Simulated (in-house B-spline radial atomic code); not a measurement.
F⁵⁺. Computed with a B-spline radial atomic code. Model: all-electron spherical atom, spin shells full or empty, radial basis limit, no spin-orbit coupling, Breit or QED, empty-state partial waves extrapolated as (l+1/2)^-4, RPA, G0W0 and static COHSEX of the highest shell as one setting changes (uncorrelated shells keep exact exchange).

Given: element F; charge 5; filled core He; hamiltonian non-relativistic; mean-field start PBE; highest l of empty states 9; highest mean-field shell 2s.

Shell: 2s 1 1 (electrons up and down).

| natural log step of frequency grid | RPA correlation energy (hartree) | G0W0 level (eV) | G0W0 minus most complete (meV) | RPA minus most complete (millihartree) | linearised minus solved G0W0 (meV) |
| --- | --- | --- | --- | --- | --- |
| 0.25 | -0.2934 | -157.09 | 0 | 0 | 240.4 |
| 0.4 | -0.2934 | -157.09 | 0.3 | 0 | 240.4 |
| 0.6 | -0.2934 | -157.09 | 0.6 | 0 | 240.4 |
| 0.9 | -0.29343 | -157.09 | -0.7 | 0 | 238.2 |
| 1.3 | ? | ? | ? | ? | ? |
| 1.8 | ? | ? | ? | ? | ? |
| 2.5 | -0.27783 | -156.68 | 412.1 | 15.6 | 207 |
| 3.5 | -0.25876 | -155.93 | 1166.4 | 34.6 | 545.8 |

(1) What follows for natural log step of frequency grid = 1.3?

(2) What follows for natural log step of frequency grid = 1.8?

Results:

(1) RPA correlation energy -0.29288 hartree; G0W0 level -157.12 eV; G0W0 minus most complete -26.7 meV; RPA minus most complete 0.5 millihartree; linearised minus solved G0W0 253 meV.

(2) RPA correlation energy -0.28804 hartree; G0W0 level -156.92 eV; G0W0 minus most complete 170.7 meV; RPA minus most complete 5.4 millihartree; linearised minus solved G0W0 254.9 meV.
